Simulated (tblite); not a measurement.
Propyl methanesulfonate, C4H10O3S.
Numbering: `[CH3:1][CH2:2][CH2:3][O:4][S:5]([CH3:6])(=[O:7])=[O:8]` (hydrogens: H9, H10, H11 on C1; H12, H13 on C2; H14, H15 on C3; H16, H17, H18 on C6)

Computed with GFN2-xTB (tblite), gas phase: Langevin dynamics at 200 K from the optimised GFN2-xTB geometry, time step 0.5 fs, friction 0.01 fs⁻¹, 2000 steps. The instantaneous temperature is 2·E(kin)/(3Nk) with all 3N coordinates.

```csv
t (fs),T (K),E(pot) above start (eV),C1–C2 (Å),C2–C3 (Å),C3–O4 (Å),O4–S5 (Å),S5–C6 (Å),C1–H9 (Å),C1–C2–C3–O4 (°)
0,170,0.000,1.524,1.525,1.421,1.611,1.797,1.087,-57
25,134,0.252,1.549,1.520,1.423,1.619,1.825,1.058,-56
50,125,0.264,1.553,1.518,1.418,1.626,1.783,1.096,-58
75,130,0.211,1.545,1.520,1.429,1.619,1.811,1.070,-61
100,131,0.293,1.522,1.530,1.407,1.589,1.792,1.084,-63
125,122,0.280,1.528,1.558,1.428,1.609,1.801,1.097,-68
150,157,0.269,1.522,1.518,1.431,1.616,1.803,1.072,-68
175,149,0.332,1.524,1.497,1.457,1.615,1.831,1.076,-60
200,159,0.367,1.544,1.512,1.438,1.648,1.815,1.113,-55
225,175,0.282,1.524,1.544,1.428,1.584,1.795,1.082,-62
250,178,0.332,1.503,1.537,1.390,1.667,1.798,1.087,-65
275,187,0.270,1.532,1.522,1.387,1.589,1.775,1.082,-63
300,214,0.419,1.573,1.563,1.419,1.610,1.830,1.071,-54
325,197,0.481,1.498,1.510,1.411,1.601,1.752,1.123,-54
350,241,0.380,1.552,1.538,1.437,1.599,1.869,1.106,-57
375,199,0.358,1.547,1.550,1.405,1.611,1.744,1.070,-65
400,184,0.345,1.523,1.513,1.373,1.613,1.868,1.096,-65
425,108,0.466,1.523,1.511,1.416,1.616,1.724,1.094,-56
450,163,0.335,1.543,1.513,1.408,1.611,1.884,1.072,-51
475,207,0.348,1.558,1.491,1.436,1.593,1.754,1.135,-54
500,193,0.304,1.529,1.530,1.419,1.599,1.842,1.109,-56
525,176,0.468,1.514,1.565,1.407,1.633,1.793,1.031,-62
550,217,0.377,1.519,1.553,1.415,1.600,1.840,1.124,-64
575,260,0.359,1.535,1.507,1.424,1.632,1.770,1.157,-55
600,193,0.506,1.542,1.504,1.457,1.598,1.816,1.045,-49
625,243,0.431,1.538,1.490,1.415,1.615,1.817,1.087,-53
650,225,0.511,1.536,1.502,1.436,1.614,1.789,1.128,-52
675,223,0.529,1.537,1.552,1.438,1.633,1.887,1.074,-47
700,284,0.565,1.503,1.563,1.391,1.575,1.749,1.072,-46
725,250,0.378,1.520,1.544,1.386,1.644,1.836,1.103,-52
750,143,0.503,1.530,1.533,1.450,1.596,1.768,1.087,-58
775,194,0.431,1.545,1.481,1.417,1.592,1.822,1.073,-54
800,158,0.536,1.553,1.487,1.393,1.656,1.767,1.071,-55
825,310,0.306,1.511,1.547,1.444,1.622,1.847,1.093,-64
850,248,0.543,1.484,1.515,1.454,1.568,1.767,1.139,-73
875,206,0.463,1.520,1.553,1.390,1.679,1.821,1.103,-70
900,164,0.582,1.545,1.600,1.425,1.542,1.781,1.052,-70
925,230,0.366,1.532,1.544,1.425,1.636,1.834,1.108,-60
950,158,0.442,1.549,1.490,1.430,1.608,1.777,1.153,-50
975,183,0.303,1.524,1.535,1.421,1.588,1.817,1.077,-51
1000,146,0.327,1.501,1.574,1.393,1.644,1.799,1.054,-49
```

**Question.** From 500 fs on, how do temperature and potential energy compare with equipartition?

**Answer.** The mean temperature of these 21 frames is 210 K against the target 200 K, and the mean potential energy 0.44 eV against 48 × kT/2 = 0.41 eV for 48 classical harmonic modes. For 18 atoms in a canonical ensemble the temperature itself scatters by T·√(2/(3N)) = 38 K; here its standard deviation is 45 K. The whole run lasts only 10 friction times of 100 fs, so these averages carry a wide statistical error.

**Question.** What are the kinetic and total energies of the listed frame with the highest potential energy?

**Answer.** The one at 900 fs, 0.582 eV above the start. Its kinetic energy is 3NkT/2 = 0.382 eV at 164 K, so the sum is 0.96 eV; over the listed frames the sum runs from 0.39 to 1.23 eV, since the thermostat adds and removes energy.

**Question.** How much do the listed bonds fluctuate from 500 fs on?

**Answer.** 
| bond | at the start (Å) | mean (Å) | standard deviation (Å) |
| --- | --- | --- | --- |
| C1–C2 | 1.524 | 1.527 | 0.017 |
| C2–C3 | 1.525 | 1.532 | 0.032 |
| C3–O4 | 1.421 | 1.421 | 0.021 |
| O4–S5 | 1.611 | 1.613 | 0.031 |
| S5–C6 | 1.797 | 1.807 | 0.034 |
| C1–H9 | 1.087 | 1.092 | 0.034 |

The motion is classical and holds no zero-point motion.

What follows is the cost of the whole dynamics run. The run took 11 s wall on Arm Neoverse V2, one thread, shared host, and the process peaked at 0.18 GiB of memory.
